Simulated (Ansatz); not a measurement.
Geometry optimisation of F2H2MoO3 (`[O]=[Mo]([OH])([OH])([F])[F]`).

```yaml
crystal:
  periodic: [false, false, false]
  atoms:
    - {symbol: O, position_ang: [-1.407357, -0.488345, 1.244500]}
    - {symbol: Mo, position_ang: [-0.359590, 0.276723, 0.185246]}
    - {symbol: O, position_ang: [1.413998, 0.066964, 0.809037]}
    - {symbol: O, position_ang: [-0.118801, -1.159326, -1.026880]}
    - {symbol: F, position_ang: [-1.257195, 1.138464, -1.227568]}
    - {symbol: F, position_ang: [-0.223442, 2.011642, 0.858425]}
    - {symbol: H, position_ang: [1.741557, -0.833044, 1.005115]}
    - {symbol: H, position_ang: [0.303130, -1.070078, -1.903776]}
basis:
  gaussian: {orbitals: def2-TZVP}
hamiltonian: {xc: pbe0, dispersion: d4}
relax: {f_tol: 0.005, max_steps: 150}
```

```sh
$ ansatz run in.yaml --threads 4 --pin off --events-out ev --progress --plain --max-ram 10444MiB
```

Shortened log:

```
Functional definition: PBE0
  name "PBE0"
  cite "Adamo & Barone, J. Chem. Phys. 110, 6158 (1999) doi:10.1063/1.478522"
  cite "Perdew, Burke & Ernzerhof, Phys. Rev. Lett. 77, 3865 (1996) doi:10.1103/PhysRevLett.77.3865"
  parent pbe
  parameter a = 0.25
  parameter kappa = 0.804
  parameter beta = 0.06672455060314922
  exchange = (1 - a)*pbe_x(kappa = kappa, mu = beta*pi^2/3) + a*exact_x
  correlation = pbe_c(beta = beta)
mean field -13461.64022901 eV, -494.7061537888 hartree, gradient 2.6e-5 eV, S^2 0.000000; 0 other end points of the search recorded, 0 dependent functions left out
the calculation of the forces begins
relax step   1: F+E_penalty+E_count = -13461.79031809 eV  Δ(F+E_penalty+E_count) = +0.000e0 eV  max|allowed force component| = 1.062e0 eV/Å  Δτ_max = 0.0000 Å  (35 SCF iters, accepted)
these checks for a lower state are left out or cut short: starts, cluster_reference, orbital_swaps, neighbouring_geometries, increment
mean field -13461.70045436 eV, -494.7083670295 hartree, gradient 2.3e-5 eV, S^2 0.000000; 0 other end points of the search recorded, 0 dependent functions left out
the calculation of the forces begins
relax step   2: F+E_penalty+E_count = -13461.85206274 eV  Δ(F+E_penalty+E_count) = -6.174e-2 eV  max|allowed force component| = 2.222e-1 eV/Å  Δτ_max = 0.0329 Å  (37 SCF iters, accepted)
these checks for a lower state are left out or cut short: starts, cluster_reference, orbital_swaps, neighbouring_geometries, increment
mean field -13461.70222218 eV, -494.7084319956 hartree, gradient 1.8e-5 eV, S^2 0.000000; 0 other end points of the search recorded, 0 dependent functions left out
the calculation of the forces begins
relax step   3: F+E_penalty+E_count = -13461.85387316 eV  Δ(F+E_penalty+E_count) = -1.810e-3 eV  max|allowed force component| = 4.010e-2 eV/Å  Δτ_max = 0.0114 Å  (39 SCF iters, accepted)
these checks for a lower state are left out or cut short: starts, cluster_reference, orbital_swaps, neighbouring_geometries, increment
mean field -13461.70303536 eV, -494.7084618793 hartree, gradient 1.8e-5 eV, S^2 0.000000; 0 other end points of the search recorded, 0 dependent functions left out
the calculation of the forces begins
relax step   4: F+E_penalty+E_count = -13461.85468946 eV  Δ(F+E_penalty+E_count) = -8.163e-4 eV  max|allowed force component| = 4.773e-2 eV/Å  Δτ_max = 0.0159 Å  (38 SCF iters, accepted)
these checks for a lower state are left out or cut short: starts, cluster_reference, orbital_swaps, neighbouring_geometries, increment
mean field -13461.70372460 eV, -494.7084872084 hartree, gradient 1.9e-5 eV, S^2 0.000000; 0 other end points of the search recorded, 0 dependent functions left out
the calculation of the forces begins
relax step   5: F+E_penalty+E_count = -13461.85536598 eV  Δ(F+E_penalty+E_count) = -6.765e-4 eV  max|allowed force component| = 4.897e-2 eV/Å  Δτ_max = 0.0313 Å  (37 SCF iters, accepted)
these checks for a lower state are left out or cut short: starts, cluster_reference, orbital_swaps, neighbouring_geometries, increment
mean field -13461.70372563 eV, -494.7084872463 hartree, gradient 1.8e-5 eV, S^2 0.000000; 0 other end points of the search recorded, 0 dependent functions left out
the calculation of the forces begins
relax step   6: F+E_penalty+E_count = -13461.85537505 eV  Δ(F+E_penalty+E_count) = -9.070e-6 eV  max|allowed force component| = 2.212e-2 eV/Å  Δτ_max = 0.0097 Å  (38 SCF iters, accepted)
these checks for a lower state are left out or cut short: starts, cluster_reference, orbital_swaps, neighbouring_geometries, increment
mean field -13461.70379807 eV, -494.7084899086 hartree, gradient 1.8e-5 eV, S^2 0.000000; 0 other end points of the search recorded, 0 dependent functions left out
the calculation of the forces begins
relax step   7: F+E_penalty+E_count = -13461.85544428 eV  Δ(F+E_penalty+E_count) = -6.923e-5 eV  max|allowed force component| = 7.010e-3 eV/Å  Δτ_max = 0.0029 Å  (40 SCF iters, accepted)
these checks for a lower state are left out or cut short: starts, cluster_reference, orbital_swaps, neighbouring_geometries, increment
mean field -13461.70380094 eV, -494.7084900141 hartree, gradient 1.8e-5 eV, S^2 0.000000; 0 other end points of the search recorded, 0 dependent functions left out
the calculation of the forces begins
relax step   8: F+E_penalty+E_count = -13461.85545063 eV  Δ(F+E_penalty+E_count) = -6.355e-6 eV  max|allowed force component| = 3.573e-3 eV/Å  Δτ_max = 0.0014 Å  (41 SCF iters, accepted)
mean field -13461.70380094 eV, -494.7084900141 hartree, gradient 1.8e-5 eV, S^2 0.000000; 1 other end points of the search recorded, 0 dependent functions left out
the calculation of the forces begins
Total energy: -13461.85549519 eV, -494.7140646750 hartree
Atom 0 at    -1.425687    -0.464781     1.225327 Å, force     0.000059    -0.000225    -0.000662 eV/Å
Atom 1 at    -0.363587     0.268395     0.198350 Å, force    -0.001857     0.002386     0.000801 eV/Å
Atom 2 at     1.380572     0.060497     0.847701 Å, force     0.001429    -0.000474     0.001729 eV/Å
Atom 3 at    -0.095763    -1.144206    -0.998143 Å, force     0.000602    -0.003573    -0.000660 eV/Å
Atom 4 at    -1.219451     1.117535    -1.223633 Å, force    -0.000936     0.000364     0.000503 eV/Å
Atom 5 at    -0.228568     1.988265     0.850896 Å, force     0.000713    -0.000385    -0.001565 eV/Å
Atom 6 at     1.762344    -0.819521     0.922051 Å, force    -0.000001    -0.000049    -0.000491 eV/Å
Atom 7 at     0.282442    -1.063185    -1.878452 Å, force    -0.000008     0.001956     0.000345 eV/Å
Dipole moment:     0.495713    -0.534800    -0.307549 e Å
```

Hardware: 4 threads of an Intel Xeon Platinum 8259CL on a shared host. Wall time 34 s, peak host memory 0.56 GiB.
